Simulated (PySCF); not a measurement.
**Predicted spectroscopic data**

PySCF 2.14.0 with density-fitted response routines calculation with NMR shieldings at PBE0/pcSseg-1/GIAO and geometry from GFN2-xTB; non-relativistic Hamiltonian, averaged over atoms made equivalent by symmetry, fast rotation or ring inversion, no solvent model, one computed conformer.

Chemical shifts δ = σref − σ; ¹H, ¹³C vs TMS, all at this level. Splittings of carbon signals by F and P are missing where no couplings were computed. Where no couplings were computed, multiplicities follow the n + 1 count of equivalent neighbours, and m marks all less simple cases (inequivalent or close neighbours, rings, F or P nearby). Shifts are as computed. Against solution values, carbons near 30 ppm lie about +3 ppm off and those near 130 ppm about +5 ppm. Of 1211 compounds with measured shifts, 218 miss one by over three times the rms of a fit or turn the order of signals round; such compounds aren't used in these exercises.

**1.** SMILES C1=CC=C2[C@@H](C(F)F)OCC2=C1, C9H8F2O. ¹H NMR (400 MHz, computed): δ 7.83 (d, 1H), 7.69 (m, 1H), 7.63 (m, 1H), 7.56 (m, 1H), 6.21 (m, 1H), 5.53 (m, 1H), 5.49 (m, 1H), 5.43 (m, 1H). ¹³C{¹H} NMR (computed): δ 147.4 (C), 141.8 (C), 134.1 (CH), 132.9 (CH), 128.9 (CH), 125.8 (CH), 123.0 (CH), 89.5 (CH), 79.2 (CH2).

**2.** `C1=C(C=C)C=C(C(=O)F)O1`, C7H5FO2. ¹H NMR (400 MHz, computed): δ 7.98 (m, 1H), 7.74 (m, 1H), 6.81 (m, 1H), 6.15 (m, 1H), 5.71 (m, 1H). ¹³C{¹H} NMR (computed): δ 155.7, 154.3, 146.5, 134.8, 132.3, 128.8, 122.5.
